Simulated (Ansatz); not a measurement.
Job for Ansatz (an electronic-structure program): R-CCSD(T)/aug-cc-pV(D+d)Z on CH7ClSi (a complex), monomers drawn apart or pushed together. Files ending in .json are basis or fitting sets from the Basis Set Exchange.

Ansatz 0.2 input:
```yaml
crystal:
  periodic: [false, false, false]
  atoms:
    - {symbol: C, position_ang: [0.00177899, -0.09046503, 0.20816642]}
    - {symbol: H, position_ang: [0.38483717, -0.03687533, -0.80989607]}
    - {symbol: H, position_ang: [-0.33411219, -1.10567794, 0.41539288]}
    - {symbol: H, position_ang: [0.79038180, 0.18139651, 0.90802214]}
    - {symbol: H, position_ang: [-0.83479929, 0.59879233, 0.31607937]}
    - {symbol: Si, position_ang: [-0.80082965, 0.23494810, 6.93255336]}
    - {symbol: Cl, position_ang: [1.21650631, 0.66902551, 7.05634993]}
    - {symbol: H, position_ang: [-1.46103829, 1.29384275, 6.14624062]}
    - {symbol: H, position_ang: [-1.34786322, 0.19362126, 8.30290399]}
    - {symbol: H, position_ang: [-0.95945608, -1.07549497, 6.27474984]}
basis:
  gaussian:
    orbitals: aug-cc-pV_D+d_Z.json
magnetization: {spin_polarized: false}
correlation: {method: ccsd_t, electrons: outside_noble_gas}
scf: {lower_state_search: off}
```

Program output:

```
Functional definition: HF
[...]
these checks for a lower state are left out or cut short: stability, starts, cluster_reference, orbital_swaps, neighbouring_geometries, increment
integrals: 0.41 GiB planned
1469 factors; integrals over basis functions are off by at most 8.5e-4 eV
mean field: 0.46 GiB planned
mean field evaluation 1: about -21506.6292 eV, gradient 2.7e1 eV
mean field evaluation 2: about -21506.7030 eV, gradient 2.7e1 eV
mean field evaluation 4: about -21508.8064 eV, gradient 2.1e0 eV
mean field evaluation 8: about -21508.8311 eV, gradient 3.4e-4 eV
mean field -21508.83111776 eV, -790.4349643684 hartree, gradient 1.1e-6 eV, S^2 0.000000; 0 other end points of the search recorded, 0 dependent functions left out
11 core orbitals not correlated
reference -21508.83111776 eV, -790.4349643684 hartree; 11, 11 occupied and 128, 128 virtual orbitals, 1469 factors
second order -11.65252674 eV of doubles, -0.00000000 eV of singles
coupled cluster: 1.05 GiB planned
cycle   1  -12.86696092 eV  change    -1.2e0 eV  update   7.5e-2
cycle   2  -13.26041543 eV  change   -3.9e-1 eV  update   2.3e-2
cycle   3  -13.29290610 eV  change   -3.2e-2 eV  update   6.4e-3
cycle   4  -13.29125352 eV  change    1.7e-3 eV  update   1.9e-3
cycle   5  -13.29069945 eV  change    5.5e-4 eV  update   5.1e-4
cycle   6  -13.29069200 eV  change    7.5e-6 eV  update   1.5e-4
cycle   7  -13.29070896 eV  change   -1.7e-5 eV  update   4.4e-5
cycle   8  -13.29071557 eV  change   -6.6e-6 eV  update   1.3e-5
perturbative correction -0.33445140 eV, -0.0122908621 hartree
Total energy: -21522.45628473 eV, -790.9356800189 hartree
Checks for a lower state left out: stability, starts, cluster_reference, orbital_swaps, neighbouring_geometries, increment
```

Self-consistency was reached.

Cost: roughly 29 core-seconds.
